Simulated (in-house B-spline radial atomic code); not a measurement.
Configurations of the nickel ion Ni⁵⁺, with energies counted from [Ar] (3d3/2)4 (3d5/2)1. All numbers are computed (Dirac-Hartree-Fock, average of each configuration as written; Fermi nucleus of rms radius 3.7757 fm) with a radial B-spline atomic code at the basis-set limit, not measured. Energies include first-order Breit, QED and recoil terms.

Occupations are held fixed; configurations that lie above the ionisation limit could autoionise.

```csv
configuration,E - E(ref) (eV),highest orbital,its <r> (bohr)
[Ar] (3d5/2)4 (4f5/2)1,73.487,4f5/2,2.898
[Ar] (3d5/2)4 6s1,82.355,6s1/2,5.54
[Ar] (3d3/2)3 (3d5/2)1 (7g9/2)1,93.889,7g9/2,10.57
[Ne] 3s2 (3p1/2)2 (3p3/2)3 (3d3/2)4 (3d5/2)1 4s1,100.11,4s1/2,1.816
[Ne] 3s2 (3p1/2)2 (3p3/2)3 (3d5/2)5 5s1,139.36,5s1/2,3.433
[Ne] 3s2 (3p1/2)1 (3p3/2)4 (3d3/2)1 (3d5/2)4 7s1,158.54,7s1/2,8.144
[Ne] 3s2 (3p1/2)2 (3p3/2)3 (3d3/2)2 (3d5/2)3 (6f7/2)1,159.71,6f7/2,7.765
[Ne] 3s2 (3p1/2)2 (3p3/2)3 (3d3/2)2 (3d5/2)3 (7g7/2)1,163.6,7g7/2,10.57
```

Task: Order these further configurations by energy, lowest first.
A. [Ne] 3s2 (3p1/2)1 (3p3/2)4 (3d5/2)5 (4p3/2)1
B. [Ne] 3s2 (3p1/2)1 (3p3/2)4 (3d5/2)6
C. [Ar] (3d3/2)1 (3d5/2)3 (5g7/2)1
D. [Ar] (3d5/2)5
E. [Ar] (3d3/2)3 (3d5/2)1 4s1

Result: D (1.0937 eV), E (34.515 eV), B (66.773 eV), C (85.318 eV), A (111.91 eV).

Task: How far above the reference does [Ar] (3d3/2)2 (3d5/2)3 lie?

Result: 1.6279 eV; its least bound orbital is 3d5/2 with <r> = 0.7922 bohr.

Task: How far above the reference does [Ne] 3s2 (3p1/2)1 (3p3/2)4 (3d3/2)2 (3d5/2)3 (5g9/2)1 lie?

Result: 156.4 eV; its least bound orbital is 5g9/2 with <r> = 4.576 bohr.

Task: How far above the reference does [Ar] (3d3/2)3 (3d5/2)2 lie?

Result: 1.0841 eV; its least bound orbital is 3d5/2 with <r> = 0.7929 bohr.
